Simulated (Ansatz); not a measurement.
Reaction (formal exchange of groups at a C–C bond): `CC(C)OC(C)(C)C` + `CC` → `CCC(C)OC(C)(C)C` + CH₄

Computed with Ansatz on PBE0-D4/def2-TZVP structures; ΔE is electronic, products minus reactants. CCSD(T)/CBS is the MP2 limit (def2-TZVPP, def2-QZVPP) plus CCSD(T) − MP2 in def2-TZVPP, frozen cores. This one scheme is used for every species. DFT in def2-TZVPP. B3LYP here is the variant with VWN-RPA as its local correlation; programs differ in this. HSE06 is defined as in plane-wave codes. Each species was taken in one conformer, which may not be the lowest.

```tsv
level	ΔE (kJ/mol)	difference from CCSD(T)/CBS
LDA (SPW92)	-12.0	-2.2
PBE-D4	-8.0	1.8
revPBE-D4	-9.0	0.8
BLYP-D4	-8.5	1.3
r2SCAN-D4	-9.2	0.6
B97M-V	-10.1	-0.3
PBE0-D4	-7.8	2.0
B3LYP-D4	-8.1	1.7
r2SCAN0-D4	-8.7	1.1
HSE06-D4	-7.5	2.3
BHLYP-D4	-7.6	2.2
ωB97M-V	-9.7	0.1
B2PLYP	-4.5	5.3
PBE-QIDH	-6.9	2.9
PBE	-2.8	7.0
BLYP	1.3	11.1
r2SCAN	-7.0	2.8
PBE0	-2.9	6.9
B3LYP	-0.3	9.5
r2SCANh	-6.7	3.1
r2SCAN0	-6.3	3.5
HSE06	-2.9	6.9
BHLYP	-1.5	8.3
LC-ωPBE	-3.5	6.3
RPA@PBE/def2-TZVPP	-8.8	1.0
HF/def2-SVP	1.1	10.9
MP2/def2-SVP	-10.6	-0.8
CCSD/def2-SVP	-7.7	2.1
CCSD(T)/def2-SVP	-9.3	0.5
HF/def2-TZVPP	2.6	12.4
MP2/def2-TZVPP	-11.2	-1.4
SCS-MP2/def2-TZVPP	-8.1	1.7
CCSD/def2-TZVPP	-7.8	2.0
CCSD(T)/def2-TZVPP	-9.9	-0.1
HF/def2-QZVPP	2.8	12.6
MP2/def2-QZVPP	-11.1	-1.3
SCS-MP2/def2-QZVPP	-7.9	1.9
HF/CBS(def2)	2.9	12.7
MP2/CBS(def2)	-11.2	-1.4
CCSD/CBS(def2)	-7.7	2.1
CCSD(T)/CBS	-9.8	0
```

Largest T1 diagnostic among the species: 0.010.

Leaving LDA and LC-ωPBE aside and taking each functional with its dispersion term where it has one, the values spread over 5.6 kJ/mol, from B97M-V to B2PLYP. LDA lies −9.3 kJ/mol from PBE without D4. In def2-TZVPP, CCSD(T) changes the Hartree–Fock value by −12.4 kJ/mol (the triples alone add −2.1 kJ/mol) and MP2 by −13.8 kJ/mol. The D4 term adds −7.8 kJ/mol with B3LYP and −4.9 kJ/mol with PBE0; it sums over pairs of atoms, weighted by their polarisabilities, and B3LYP, whose exchange is more repulsive, gets the larger term.
